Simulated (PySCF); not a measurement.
## Ionisation energy of Sr(32+) by level of theory

Sr(32+) [He] 2s2 2p2 [2p1/2^2, M_J = 0] → Sr(33+) [He] 2s2 2p1 [2p1/2^1, M_J = 1/2], as a difference of total energies. Computed with PySCF 2.14 in an even-tempered Gaussian basis (17 s from 12 bohr⁻², ratio 2.4; 12 p from 16 bohr⁻², ratio 2.4; 5 d from 56 bohr⁻², ratio 2.6; 4 f from 84 bohr⁻², ratio 2.6), with the two-component X2C-1e Hamiltonian. Correlated levels: nothing frozen; the 32 highest virtual spinors dropped. "Screened" scales the spin-orbit matrix elements by Boettger's factors to mimic the two-electron term; Breit and QED terms are absent.

```
                    method  ionisation energy (eV)
           GHF (spin-free)                  4025.5
          GMP2 (spin-free)                  4025.2
 GHF (screened spin-orbit)                  4059.9
GMP2 (screened spin-orbit)                  4062.3
```

How much does correlation contribute at GMP2 (screened spin-orbit)?

4062.3 − (4059.9) = 2.4 eV, measured against GHF (screened spin-orbit).

For this ion Breit and QED terms and the two-electron picture change, all absent here, outweigh the correlation shift from GHF to GMP2.

The spin-free rows relax to the high-spin LS determinant and lack the spin-orbit shift.

The labels give the starting determinants; with spin-orbit coupling the two ends relaxed to ⟨J²⟩ = 0.00, ⟨L²⟩ = 1.33, ⟨S²⟩ = 1.33 and ⟨J²⟩ = 0.75, ⟨L²⟩ = 2.00, ⟨S²⟩ = 0.75.

For comparison: 4053 ± 4 eV (semi-empirical (NIST evaluation); NIST Atomic Spectra Database, ionization energies).
